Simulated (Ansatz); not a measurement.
Consider the hydrogenolysis of the Si–C bond: `C[SiH2][SiH2]Br` + H₂ → `[SiH3][SiH2]Br` + CH₄.

Computed with Ansatz on PBE0-D4/def2-TZVP structures; ΔE is electronic, products minus reactants. CBS: MP2 limit from def2 TZ/QZ plus the TZ coupled-cluster correction, frozen cores. This one scheme is used for every species. DFT in def2-TZVPP. B3LYP here is the variant with VWN-RPA as its local correlation; programs differ in this. For Br outer-core shells are correlated without core-valence functions, which leaves a few kJ/mol of doubt a bond. Scalar relativity is left out up to krypton. Each species was taken in one conformer, which may not be the lowest.

`C[SiH2][SiH2]Br`:

```xyz
11

C    -0.250   -1.274    1.124
Si    0.874   -0.017    0.312
Si   -0.346    1.338   -1.152
Br   -1.419   -0.012   -2.580
H    -1.015   -0.780    1.726
H     0.322   -1.939    1.775
H    -0.751   -1.880    0.366
H     1.944   -0.686   -0.479
H     1.527    0.856    1.328
H    -1.386    2.143   -0.460
H     0.501    2.252   -1.960
```

H₂:

Cartesian coordinates in Å:
```
H 0.067 0.348 -0.118
H -0.067 -0.348 0.118
```

`[SiH3][SiH2]Br`:

```xyz
8

Si    0.169   -0.145   -1.193
Si    0.022    0.209    1.112
Br   -1.981   -0.493    1.800
H     1.496    0.312   -1.688
H    -0.902    0.623   -1.878
H     0.008   -1.593   -1.482
H     1.048   -0.558    1.863
H     0.139    1.646    1.465
```

CH₄:

Cartesian coordinates in Å:
```
C 0.000 0.000 0.000
H 0.380 0.994 0.237
H 0.801 -0.603 -0.427
H -0.815 0.084 -0.719
H -0.366 -0.475 0.910
```

```tsv
level	ΔE (kJ/mol)
PBE0-D4	-26.1
B3LYP-D4	-28.7
```

(1) What does CCSD(T)/CBS give? (Best estimate.)

Largest T1 diagnostic among the species: 0.010.

Answers

(1) The calculation gave: -25.6 kJ/mol. The listed levels differ from it by -0.5, -3.1 kJ/mol.

The D4 term adds +9.7 kJ/mol with B3LYP and +5.5 kJ/mol with PBE0; it sums over pairs of atoms, weighted by their polarisabilities, and B3LYP, whose exchange is more repulsive, gets the larger term. In def2-TZVPP, CCSD(T) changes the Hartree–Fock value by +21.4 kJ/mol (the triples alone add +4.1 kJ/mol) and MP2 by +27.3 kJ/mol.
